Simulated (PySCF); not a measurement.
# Electronic structure of C⁺ (carbon, charge +1) at the UHF level

Configuration: [He] 2s1 2p1 3d1, one real determinant (an excited configuration). All numbers are calculated (PySCF 2.14, the spin-free X2C one-electron Hamiltonian (Gaussian nucleus), in aug-cc-pVDZ-DK).

* Total energy: -36.411171 hartree
* One-electron energy: -45.4105 hartree
* Hartree (Coulomb) energy: 13.6216 hartree
* Exchange energy: -4.6222 hartree
* ⟨S²⟩: 3.7500
* ⟨L²⟩: 8.008
* Sum of ⟨r⟩: 6.414 bohr
* Sum of ⟨r²⟩: 15.48 bohr²
* Traceless quadrupole moment −½Σ⟨3z² − r²⟩ along its main axis: 2.14 e·bohr²
* Langevin diamagnetic susceptibility: -12.3 ×10⁻⁶ cm³/mol

```csv
shell,electrons,mean orbital energy (eV),"rms radius, mean of both spins (bohr)"
1s α,1,-335.46,0.311
1s β,1,-332.81,0.311
2s α,1,-40.605,1.50
2p α,1,-32.460,1.47
3d α,1,-4.579,3.29
```

⟨L²⟩ = 8.01 against 12 for a pure F term, so this real determinant mixes terms. The outer electron is Rydberg-like, and this basis confines it to a smaller radius and binds it less than a complete one would.

Spin-orbit constants ζ (cm⁻¹) from the X2C one-electron operator on these orbitals: bare nucleus, nucleus screened by l(l+1)(2l+1)/3 electrons, and screened by the Breit-Pauli mean field of the electrons.

```json
{"shell": "2p", "bare": "87.36", "screened nucleus": "58.24", "mean field": "46.90"}
{"shell": "3d", "bare": "2.296", "screened nucleus": "0.7653", "mean field": "0.6260"}
```

To first order the Landé constant is A = 5.350 cm⁻¹, so the lowest level has J = 3/2 and lies 0.00398 eV below the centre of the term. This holds in LS coupling only.
